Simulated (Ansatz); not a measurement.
`N[Si]Br` + `[SiH3]N[SiH3]` → `N[Si]N([SiH3])[SiH3]` + HBr at 600 K and 1 bar (ligand exchange at the Si–Br bond).

Gas-phase electronic energies from Ansatz, PBE0-D4/def2-TZVP geometries. CCSD(T)/CBS is the MP2 limit (def2-TZVPP, def2-QZVPP) plus CCSD(T) − MP2 in def2-TZVPP, frozen cores. This one scheme is used for every species. For Br outer-core shells are correlated without core-valence functions, which leaves a few kJ/mol of doubt a bond. Scalar relativity is left out up to krypton. Each species was taken in one conformer, which may not be the lowest.

```csv
species,CCSD(T)/CBS energy (Eh),H − E (kJ/mol),S (J/(mol·K))
`N[Si]Br`,-2918.35423,107.8,343.7
`[SiH3]N[SiH3]`,-637.10515,230.1,420.5
`N[Si]N([SiH3])[SiH3]`,-981.52495,299.0,508.4
HBr,-2573.91920,33.5,219.1
```

H − E and S are ideal-gas, rigid-rotor, harmonic terms from PBE0-D4/def2-TZVP, for one conformer and one mirror image of each species. 1 Eh = 2625.50 kJ/mol, R = 8.31446 J/(mol·K).

Question: By hand: ΔE, ΔH, ΔS and ΔG.

Answer: ΔE = (-981.52495) + (-2573.91920) − (-2918.35423) − (-637.10515) = 0.01523 Eh = 40.0 kJ/mol. Δ(H − E) = 299.0 + 33.5 − 107.8 − 230.1 = -5.4, so ΔH = 34.6 kJ/mol. ΔS = 508.4 + 219.1 − 343.7 − 420.5 = -36.7 J/(mol·K). ΔG = 34.6 − 600 × (-36.7)/1000 = 56.6 kJ/mol.

Question: By hand: the equilibrium constant, and the temperature at which ΔG would vanish if ΔH and ΔS stayed fixed.

Answer: log₁₀ K = −ΔG/(RT ln 10) = -4.9. ΔH and −TΔS have one sign here, so there is no such temperature.

TΔS isn't small against ΔH here. A doubt of 5 kJ/mol in ΔE shifts log₁₀ K by 0.4 here. Other conformers and mirror images would add mixing entropy, several J/(mol·K) or more a flexible species. Modes under 60 cm⁻¹, often nearly free rotors, make the harmonic entropy too high. These are equilibria of isolated gas molecules and say nothing of rates. Largest T1 diagnostic: 0.013 (customary marks: 0.02 for closed shells, 0.045 for open ones).
